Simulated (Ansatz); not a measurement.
C2H4O2Si (`C=C1O[SiH2]O1`). Charge 0, multiplicity 1.

```xyz
9

C     0.8611    1.0070   -1.2819
C     0.2453    0.2867   -0.3649
O    -0.4411    0.7313    0.7481
Si   -0.7485   -0.8754    1.1143
O     0.1362   -1.0883   -0.2935
H     0.8617    2.0833   -1.2044
H     1.3595    0.5145   -2.1025
H    -2.1678   -1.2816    1.0374
H    -0.1062   -1.3775    2.3475
```

Question: List the harmonic frequencies (cm⁻¹, unscaled) at PBE0-D4/def2-TZVP in Ansatz. (An estimate is asked.)

Answer: Computed: 153, 380, 537, 615, 637, 690, 718, 779, 783, 796, 911, 941, 967, 1011, 1233, 1397, 1782, 2266, 2272, 3210, 3312.

Question: Is this a minimum?

Answer: Yes, all 21 modes are real.

Question: Give the ideal-gas thermochemistry at 298.15 K and 1 bar (rigid rotor, harmonic oscillator; point group C2v, symmetry number 2).

Answer: Zero-point energy 151.9 kJ/mol; H(298) − E = 167.4 kJ/mol; entropy 293.6 J/(mol·K), of which translation 164.7, rotation 100.3, vibration 28.6; G(298) − E = 79.8 kJ/mol.

Question: And at 400, 500, 600, 800 and 1000 K?

Answer: 
| T (K) | H − E (kJ/mol) | S (J/mol/K) | G − E (kJ/mol) |
| --- | --- | --- | --- |
| 400 | 177.1 | 321.6 | 48.5 |
| 500 | 188.7 | 347.4 | 15.0 |
| 600 | 201.7 | 371.1 | -20.9 |
| 800 | 231.0 | 413.1 | -99.4 |
| 1000 | 263.3 | 449.1 | -185.7 |
